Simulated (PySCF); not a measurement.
**Solvent effects on NMR parameters**

Geometry:
```
atom   x (Å)   y (Å)   z (Å)
  C1   2.357  -0.414   0.202
  C2   0.891  -0.042   0.394
  C3  -0.047  -1.188  -0.030
 Si4  -1.863  -0.636   0.149
 Si5  -1.326   1.628  -0.139
  C6   0.532   1.259  -0.348
  H7   2.571  -0.606  -0.863
  H8   2.618  -1.324   0.765
  H9   3.024   0.395   0.537
 H10   0.731   0.136   1.476
 H11   0.165  -2.105   0.543
 H12   0.135  -1.434  -1.093
 H13  -2.760  -1.252  -0.877
 H14  -2.408  -0.957   1.505
 H15  -1.589   2.465   1.074
 H16  -1.919   2.318  -1.326
 H17   0.739   1.133  -1.427
 H18   1.162   2.096  -0.005
```

GIAO PBE0/pcSseg-1 in PySCF on one PBE0-D3(BJ)/def2-SVP conformer, non-relativistic, equivalent nuclei averaged. Solvents enter as an IEF-PCM continuum (acetonitrile with ε = 35.7) around the gas-phase geometry. Shifts are referred to TMS computed in the same medium.

Gas phase, δ in ppm: C2 36.5, C1 28.9, C3/C6 20.3, Si4/Si5 -63.1, H13/H16 3.92, H14/H15 3.86, H10 1.28, H7/H8/H9 1.23, H11/H18 1.19, H12/H17 0.15. Dipole moment 1.01 D.

Problem. How does each δ change in the continuum?

Solution. 
```tsv
atoms	environment	Δδ, acetonitrile
C2	sp3 CH in a ring	+0.7
C1	methyl carbon	0.0
C3/C6	sp3 CH2 bonded to Si	+0.6
Si4/Si5	silicon bonded to C, Si, 2 H, in a 5-membered ring	+0.3
H13/H16	hydrogen on a silicon bonded to C, Si, in a 5-membered ring	-0.12
H14/H15	hydrogen on a silicon bonded to C, Si, in a 5-membered ring	-0.14
H10	hydrogen on an sp3 CH in a ring	+0.07
H7/H8/H9	hydrogen on a methyl carbon	0.00
H11/H18	hydrogen on an sp3 CH2 bonded to Si	+0.07
H12/H17	hydrogen on an sp3 CH2 bonded to Si	+0.12
```

Changes are relative to the gas phase. The dipole moment becomes 1.35 D in acetonitrile.

Problem. Which nuclei move most (in ppm), and what does the model miss?

Solution. C2 (sp3 CH in a ring, +0.7 ppm) in acetonitrile. A continuum only polarises the solute; specific hydrogen bonds, the anisotropy of aromatic solvents and changes of geometry or conformer are outside it.
